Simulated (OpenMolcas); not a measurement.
# Bi I: effect of the level shift or regulariser

```
Program             : OpenMolcas
Basis               : ANO-RCC-VTZP [8s7p5d3f2g]
Scalar Hamiltonian  : DKH2, point nucleus
Active space        : 3 electrons in 3 orbitals (6p)
State averaging     : 2S+1 = 4 odd, 1 root; 2S+1 = 2 odd, 8 roots
Spin-orbit coupling : RASSI with atomic mean-field integrals over the reference wave functions, term energies averaged over their components
```

Methods on the same reference wave functions:
A. CASSCF
B. SS-CASPT2, IPEA 0.25 Eh, imaginary shift 0.1 Eh (closed shells correlated: 5d 6s)
C. SS-CASPT2, IPEA 0.25 Eh, real shift 0.2 Eh (closed shells correlated: 5d 6s)
D. SS-CASPT2, IPEA 0.25 Eh, sigma2 regulariser 0.3 Eh (closed shells correlated: 5d 6s)

Energies in cm⁻¹ above 6s² 6p³ ⁴S°_3/2, the measured ground level; measured values from NIST Handbook of Basic Atomic Spectroscopic Data.

| Level | A | B | C | D | Measured |
| --- | --- | --- | --- | --- | --- |
| 6s² 6p³ ⁴S°_3/2 [69 %] | 0.0 | 0.0 | 0.0 | 0.0 | 0.0 |
| 6s² 6p³ ²D°_3/2 [66 %] | 12161 | 10770 | 10800 | 10770 | 11419 |
| 6s² 6p³ ²D°_5/2 | 16434 | 14700 | 14740 | 14700 | 15438 |
| 6s² 6p³ ²P°_1/2 | 24634 | 21700 | 21760 | 21700 | 21661 |
| 6s² 6p³ ²P°_3/2 [67 %] | 32792 | 30410 | 30460 | 30410 | 33165 |

Deviations, from unrounded energies. A percentage is the sum of absolute deviations over the sum of measured energies, with the sign that they share, or ± where signs differ.

| Against measurement | Levels | A | B | C | D |
| --- | --- | --- | --- | --- | --- |
| mean absolute deviation (cm-1) | 4 | 1300 | 1000 | 1000 | 1000 |
| other terms of the ground configuration (%) | 4 | ±6.2 | ±5.1 | ±5.0 | ±5.1 |

B, C, D lie about equally close to measurement and A furthest from it. The largest miss of C in the table is 6s² 6p³ ²P°_3/2 [67 %], by -2700 cm-1. The ranking rests on the paired levels alone, and a cruder setting can come out closer through cancelling errors.

Among B to D the level of the table that moves most is 6s² 6p³ ²P°_1/2, by 62 cm-1 (lowest in B, highest in C). Moves below CASPT2's spread within the term are not significant.

The mean deviations of B to D differ by less than CASPT2's widest spread within a term (240 cm-1), so their order carries little weight.

From A to B the spin-free energies of the other terms of 6s² 6p³ shown, above ⁴S°, scale by factors of 0.79 to 0.82.

The lowest spin-free term lies below A's lowest term by 0.482 hartree in B, 0.481 hartree in C, 0.482 hartree in D.

Term energies are means over components that CASPT2 splits; among the terms shown or strongly mixed into the levels shown the widest spread is 240 cm-1 (6s² 6p³ ²D°, D). Spin-orbit splittings of 6p shells tend to come out small when the coupling is added on scalar orbitals. With the s shell closed, the reference lacks s² → p² mixing. Measured partners are found by configuration, term and J. A level has none where our copy of the source lacks it or the pairing is in doubt (some pairs that miss far off the trend of their configuration count as doubtful), and it then counts in no deviation. Levels of configurations outside the active space are missing.

A share in square brackets marks a mixed level and gives the weight of the term that names it, the lowest over the columns. ° marks odd parity.
